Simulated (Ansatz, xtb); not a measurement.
## C6H5FN2: which of two isomers lies lower

We compare X, `C=Cc1nccnc1F`, a singlet, with Y, `C=Cc1cncc(F)n1`, a singlet. Both are isolated molecules in the gas phase, relaxed with B3LYP/def2-SVP; each stands in its lowest conformer found.

Energies in hartree; the thermal terms are from GFN2-xTB frequencies at re-optimised GFN2-xTB minima (ideal gas, soft modes damped towards free rotors, one conformer each, 298.15 K, 1 atm) and include the zero-point energy:

```
                              X           Y
E, CCSD(T)/def2-SVP  −439.453124  −439.452869
    E, MP2/def2-SVP  −439.359596  −439.359189
  E, MP2/def2-TZVPP  −440.163854  −440.164240
  zero-point energy     0.097639     0.097549
       H(298 K) − E     0.106248     0.106148
       G(298 K) − E     0.065087     0.065034
```

**Question.** Correct the CCSD(T) difference for the basis set by the MP2 change, then work out ΔE, ΔE₀, ΔH and ΔG for X → Y in kcal/mol (1 Eh = 627.51 kcal/mol) and the equilibrium ratio [Y]/[X].

**Answer.** 1. Differences Y − X: CCSD(T) +0.000255, MP2 in the small set +0.000407, MP2 in the large set −0.000386 Eh.
2. ΔE = +0.000255 + (−0.000386 − (+0.000407)) = −0.000538 Eh = −0.34 kcal/mol.
3. ΔE₀ = ΔE + ΔZPE = −0.000538 + (−0.000090) Eh = −0.39 kcal/mol.
4. ΔH = ΔE + (−0.000100) Eh = −0.40 kcal/mol.
5. ΔG = ΔE + (−0.000053) Eh = −0.37 kcal/mol, so ΔS = (ΔH − ΔG)/T = −0.4 J/(mol K).
6. kT = 0.9442 mEh, so K = [Y]/[X] = exp(−ΔG/kT) = exp(+0.63) ≈ 1.9.

The two are too close for this level to say which is favoured. An error of 1 kcal/mol in ΔG would change K by a factor of 5.4. Mirror images and further conformers aren't counted.

As drawn, both hold the same kinds of bond in the same numbers.

Other levels gave ΔE = −0.4 (GFN2-xTB); 0.0 (HF/STO-3G, GFN2-xTB geometries); +0.2 (r2SCAN-D4/def2-SVP, GFN2-xTB geometries); +0.1 (B3LYP/def2-SVP); −0.5 (HF/def2-SVP); +0.3 (MP2/def2-SVP); +0.2 (CCSD(T)/def2-SVP) kcal/mol. The correlated steps freeze 9 core orbitals. Programs: Ansatz 0.2.0, xtb 6.7.1.
